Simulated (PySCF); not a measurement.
A PySCF script (with the pyscf-properties extension) for the NMR shieldings of SMILES C[C@@H](F)[C@@](C)(C=O)B(F)F, C5H8BF3O, on a GFN2-xTB geometry:

```python
import basis_set_exchange as bse
import numpy as np
from pyscf import gto, dft
from pyscf.prop import nmr

atoms = """
C     2.003010    0.317674    0.344685
C     0.959308   -0.300868   -0.568961
F     1.152610   -1.673016   -0.597910
C    -0.505210   -0.037986   -0.145259
C    -0.784179   -0.480639    1.302317
C    -0.819107    1.437824   -0.291679
O    -0.234931    2.210162   -0.995665
B    -1.506265   -0.767638   -1.174481
F    -2.708225   -1.151496   -0.812512
F    -1.220573   -0.959876   -2.435948
H     2.992161    0.094518   -0.046709
H     1.871258    1.394604    0.374149
H     1.930032   -0.091646    1.348104
H     1.100792    0.044609   -1.600086
H    -1.853090   -0.479209    1.498015
H    -0.298105    0.184547    2.011106
H    -0.411571   -1.491160    1.449292
H    -1.676673    1.755915    0.329885
"""
names = dict.fromkeys(["C", "F", "O", "B", "H"], "pcSseg-1")
basis = {el: gto.basis.parse(bse.get_basis(n, elements=[el], fmt="nwchem")) for el, n in names.items()}
mol = gto.M(atom=atoms, basis=basis, charge=0, verbose=0)
mf = dft.RKS(mol, xc="PBE0")
mf.grids.level = 2
mf.grids.alignment = dft.numint.BLKSIZE   # the property module wants whole blocks of grid points
mf.conv_tol = 1e-9
mf.kernel()

calc = nmr.RKS(mf)   # GIAO
C = mf.mo_coeff
Co = C[:, mf.mo_occ > 0]
resp = mf.gen_response(singlet=True, hermi=2)
def vind(x):   # induced exchange potential for any number of trial vectors
    d = np.einsum("pi,xij,qj->xpq", C, 2 * x.reshape(-1, C.shape[1], Co.shape[1]), Co, optimize=True)
    return np.einsum("xpq,pi,qj->xij", resp(d - d.transpose(0, 2, 1)), C, Co, optimize=True).ravel()
mo1, _ = nmr.rhf.solve_mo1(calc, with_cphf=vind)
sigma = calc.kernel(mo1)
for i, s in enumerate(sigma):   # ppm
    print("%2d %-2s %9.2f" % (i, mol.atom_pure_symbol(i), np.trace(s) / 3))
```

Q: What are the results?

A: 
```
 0 C     169.84
 1 C      92.57
 2 F     392.95
 3 C     127.44
 4 C     176.48
 5 C     -20.03
 6 O    -372.66
 7 B      75.46
 8 F     234.02
 9 F     241.65
10 H      30.14
11 H      30.74
12 H      30.54
13 H      25.88
14 H      29.90
15 H      30.52
16 H      30.09
17 H      21.94
```

These numbers come from an equivalent density-fitted implementation of the same equations, which agrees with the script to about 0.01 ppm for H and up to a few tenths of a ppm for heavy atoms, so last digits may differ.

Size and cost of the density-fitted run: 210 basis functions, 55 s wall time on 1 thread of an Arm Neoverse V1, shared host; peak memory 0.93 GiB.
